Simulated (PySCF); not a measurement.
C₃H₁₁BeNSi, SMILES [Si]([Be][NH2])(C)(C)C, GFN2-xTB optimised geometry.

```
17

Be     0.97    -0.90     0.00
N      2.48    -0.90     0.00
H      3.10    -1.46    -0.57
H      3.09    -0.33     0.57
Si    -1.20    -0.90    -0.01
C     -2.03    -1.85     1.44
C     -1.99    -1.68    -1.58
C     -2.01     0.85     0.08
H     -3.12    -1.82     1.39
H     -1.74    -2.89     1.44
H     -1.74    -1.43     2.40
H     -1.69    -2.72    -1.69
H     -1.68    -1.16    -2.47
H     -3.08    -1.66    -1.55
H     -1.70     1.46    -0.76
H     -1.71     1.36     0.99
H     -3.10     0.80     0.08
```

Density from PySCF with CAM-B3LYP/def2-SVP at that geometry.

Minimum of the electron density along straight lines between bonded atoms, close to the bond critical point (lines longer than 1.1 times the sum of covalent radii, or with two minima, are not listed):

```json
[
 {"bond": "Be1–N2", "length / Å": "1.512", "ρ at the minimum / e bohr⁻³": "[?]", "∇²ρ there / e bohr⁻⁵": "0.79", "position (fraction from the first atom)": "0.35"},
 {"bond": "N2–H3", "length / Å": "1.008", "ρ at the minimum / e bohr⁻³": "0.328", "∇²ρ there / e bohr⁻⁵": "-1.51", "position (fraction from the first atom)": "0.77"},
 {"bond": "N2–H4", "length / Å": "1.008", "ρ at the minimum / e bohr⁻³": "0.328", "∇²ρ there / e bohr⁻⁵": "-1.51", "position (fraction from the first atom)": "0.77"},
 {"bond": "Be1–Si5", "length / Å": "2.174", "ρ at the minimum / e bohr⁻³": "[?]", "∇²ρ there / e bohr⁻⁵": "[?]", "position (fraction from the first atom)": "0.30"},
 {"bond": "Si5–C6", "length / Å": "1.922", "ρ at the minimum / e bohr⁻³": "0.106", "∇²ρ there / e bohr⁻⁵": "0.30", "position (fraction from the first atom)": "0.38"},
 {"bond": "Si5–C7", "length / Å": "1.922", "ρ at the minimum / e bohr⁻³": "0.106", "∇²ρ there / e bohr⁻⁵": "0.30", "position (fraction from the first atom)": "0.38"},
 {"bond": "Si5–C8", "length / Å": "1.922", "ρ at the minimum / e bohr⁻³": "0.106", "∇²ρ there / e bohr⁻⁵": "0.30", "position (fraction from the first atom)": "0.38"},
 {"bond": "C6–H9", "length / Å": "1.087", "ρ at the minimum / e bohr⁻³": "0.271", "∇²ρ there / e bohr⁻⁵": "-0.97", "position (fraction from the first atom)": "0.62"},
 {"bond": "C6–H10", "length / Å": "1.086", "ρ at the minimum / e bohr⁻³": "0.272", "∇²ρ there / e bohr⁻⁵": "-0.97", "position (fraction from the first atom)": "0.62"},
 {"bond": "C6–H11", "length / Å": "1.087", "ρ at the minimum / e bohr⁻³": "0.271", "∇²ρ there / e bohr⁻⁵": "-0.97", "position (fraction from the first atom)": "0.62"},
 {"bond": "C7–H12", "length / Å": "1.087", "ρ at the minimum / e bohr⁻³": "0.271", "∇²ρ there / e bohr⁻⁵": "-0.97", "position (fraction from the first atom)": "0.62"},
 {"bond": "C7–H13", "length / Å": "1.087", "ρ at the minimum / e bohr⁻³": "0.272", "∇²ρ there / e bohr⁻⁵": "-0.97", "position (fraction from the first atom)": "0.62"},
 {"bond": "C7–H14", "length / Å": "1.087", "ρ at the minimum / e bohr⁻³": "0.271", "∇²ρ there / e bohr⁻⁵": "-0.98", "position (fraction from the first atom)": "0.63"},
 {"bond": "C8–H15", "length / Å": "1.086", "ρ at the minimum / e bohr⁻³": "0.272", "∇²ρ there / e bohr⁻⁵": "-0.97", "position (fraction from the first atom)": "0.62"},
 {"bond": "C8–H16", "length / Å": "1.087", "ρ at the minimum / e bohr⁻³": "0.271", "∇²ρ there / e bohr⁻⁵": "-0.97", "position (fraction from the first atom)": "0.62"},
 {"bond": "C8–H17", "length / Å": "1.087", "ρ at the minimum / e bohr⁻³": "0.271", "∇²ρ there / e bohr⁻⁵": "-0.97", "position (fraction from the first atom)": "0.63"}
]
```

### Question
What belongs in the gaps?

### Answer

- Be1–N2, ρ at the minimum / e bohr⁻³: 0.113
- Be1–Si5, ρ at the minimum / e bohr⁻³: 0.075
- Be1–Si5, ∇²ρ there / e bohr⁻⁵: -0.04
